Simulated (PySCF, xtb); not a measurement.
Cl2HOSb, SMILES [Sb]([Cl])([Cl])[OH]. One conformer was computed; it need not be the lowest.

Harmonic wavenumbers (cm⁻¹) from GFN2-xTB in xtb 6.7.1 at its own minimum, in rising order: 109, 150, 176, 252, 301, 317, 480, 834, 3594.

### Question
What does B3LYP-D3(BJ)/def2-SVP (PySCF 2.14.0) give at its own minimum? (Estimate from the structure and the level; the computed values follow.)

### Answer
111, 121, 175, 272, 349, 361, 622, 851, 3788. Paired by order, the mean absolute difference is 55 cm⁻¹ and the zero-point energies are 8.9 and 9.5 kcal/mol.
